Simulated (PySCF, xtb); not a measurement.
C8H12, SMILES C1=CCCC=CCC1.

xtb with GFN2-xTB at its own geometry gives an orbital gap of 4.60 eV and a dipole moment of 0.00 D.

Geometry: PBE0-D3(BJ)/def2-SVP. Other conformers were not sampled.

### Question
What does B3LYP/def2-SVP (PySCF) give? (Estimate from the structure and the level; the computed values follow.)

### Answer
gap 6.51 eV (levels -6.40 and 0.12 eV), dipole 0.00 D.
